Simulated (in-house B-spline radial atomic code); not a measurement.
## Ionising Pr3+ with different functionals

Computed with a B-spline radial code for spherical atoms: scalar-relativistic (spin-free X2C) Hamiltonian, Fermi nucleus of rms radius 4.8919 fm, spin-polarised at highest spin, spherical fractional occupations for the functionals, the average over the highest-spin determinants for Hartree-Fock. The ionisation energy is the difference of two self-consistent energies, [Xe] 4f2 → [Xe] 4f1, without Breit or QED terms; ε is the level of the shell that loses the electron (its least bound occupied spin orbital). There is no spin-orbit coupling in this Hamiltonian.

Hybrids are left out here: with spherical fractional occupations of an open shell their exact exchange keeps a self-interaction that integer-occupation calculations don't have.

```json
{"method": "Hartree-Fock", "rung": "Hartree-Fock", "ΔSCF (eV)": "36.49", "-ε(4f) (eV)": "39.71"}
{"method": "LDA VWN5", "rung": "LDA", "ΔSCF (eV)": "39.86", "-ε(4f) (eV)": "30.77"}
{"method": "LDA PW92", "rung": "LDA", "ΔSCF (eV)": "39.85", "-ε(4f) (eV)": "30.76"}
{"method": "LDA exchange-only", "rung": "LDA", "ΔSCF (eV)": "?", "-ε(4f) (eV)": "?"}
{"method": "PBE", "rung": "GGA", "ΔSCF (eV)": "?", "-ε(4f) (eV)": "?"}
{"method": "PBEsol", "rung": "GGA", "ΔSCF (eV)": "39.57", "-ε(4f) (eV)": "30.50"}
{"method": "BLYP", "rung": "GGA", "ΔSCF (eV)": "39.32", "-ε(4f) (eV)": "30.26"}
{"method": "RPBE", "rung": "GGA", "ΔSCF (eV)": "39.46", "-ε(4f) (eV)": "30.40"}
{"method": "PW91", "rung": "GGA", "ΔSCF (eV)": "39.62", "-ε(4f) (eV)": "30.54"}
{"method": "BP86", "rung": "GGA", "ΔSCF (eV)": "39.62", "-ε(4f) (eV)": "30.55"}
{"method": "AM05", "rung": "GGA", "ΔSCF (eV)": "39.62", "-ε(4f) (eV)": "30.54"}
{"method": "OLYP", "rung": "GGA", "ΔSCF (eV)": "39.99", "-ε(4f) (eV)": "30.87"}
{"method": "TPSS", "rung": "meta-GGA", "ΔSCF (eV)": "39.23", "-ε(4f) (eV)": "30.19"}
{"method": "SCAN", "rung": "meta-GGA", "ΔSCF (eV)": "39.04", "-ε(4f) (eV)": "30.05"}
{"method": "r2SCAN", "rung": "meta-GGA", "ΔSCF (eV)": "39.10", "-ε(4f) (eV)": "30.09"}
{"method": "revTPSS", "rung": "meta-GGA", "ΔSCF (eV)": "39.22", "-ε(4f) (eV)": "30.18"}
```

Task: What does PBE give?

Result: ΔSCF 39.52 eV, and -ε(4f) = 30.45 eV.

Task: What does LDA exchange-only give?

Result: ΔSCF 38.08 eV, and -ε(4f) = 29.08 eV.

Task: How do they compare with the NIST value?

Result: NIST lists 38.98 eV ± 0.025 (semi-empirical, ground level to ground level). Errors run from -2.49 to +1.01 eV; SCAN is closest (+0.06 eV), but part of that can be cancellation, since the calculations leave out spin-orbit coupling, Breit-QED terms, multiplet and fine-structure energies. Hartree-Fock also lacks correlation.
